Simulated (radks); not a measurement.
Species: Ge9+. Configuration: [Ar] 3d5.

Calculated with a radial shooting solver on a logarithmic mesh with Libxc functionals: Dirac Kohn-Sham, PBE, spin-unpolarised, spherical densities, finite nucleus; open shells fill j = l - 1/2 first; Fermi nuclear charge, rms radius 4.0742 fm.

Energy parts (Ry):
| part | energy |
|---|---|
| total | -4135.18799 |
| kinetic | 4225.33630 |
| electron-nucleus | -9606.78447 |
| Hartree | 1391.10777 |
| exchange-correlation | -144.84759 |

Orbitals (lengths in bohr, moments of r in powers of bohr; r(90%) holds 90 % of the orbital's charge):
orbital  occ.  eigenvalue (Ry)     <r^2>  <1/r>  r(90%)       <r^4>  small-component weight
1s1/2       2        -821.8531  0.002974  32.38  0.0840  0.00002276                1.34e-02
2s1/2       2        -117.5034   0.05183  7.156   0.324    0.004653                2.60e-03
2p1/2       2        -106.3631   0.04024  7.114   0.296    0.003266                2.59e-03
2p3/2       4        -104.0202   0.04172  6.920   0.301    0.003485                2.53e-03
3s1/2       2        -27.37062    0.4001  2.427   0.873      0.2466                6.71e-04
3p1/2       2        -23.63719    0.4079  2.330   0.894      0.2692                6.31e-04
3p3/2       4        -23.26841    0.4187  2.286   0.906      0.2831                6.19e-04
3d3/2       4        -16.96866    0.4124  2.096   0.936      0.3205                5.31e-04
3d5/2       1        -16.90697    0.4157  2.085   0.939      0.3251                5.28e-04

The highest occupied level is 3d5/2 at -230.03 eV. Summed over all electrons, <r^2> = 5.713 bohr^2, which gives a Langevin (diamagnetic) susceptibility term of -4.53 x 10^-6 cm^3/mol. The density falls to 0.001 e/bohr^3 at r = 1.78 bohr. The electron density at the nucleus is 3.174e+04 e/bohr^3. For comparison, the ionisation energy in NIST's Atomic Spectra Database is 252 eV (theoretical). In exact Kohn-Sham theory the highest level is minus the ionisation energy, but local and semilocal functionals leave it too shallow, through self-interaction and a potential that decays too fast; potentials with the right tail come closer.

Beside tabulated values, note that spin-unpolarised runs miss the spin-polarisation part of the exchange energy of open shells.
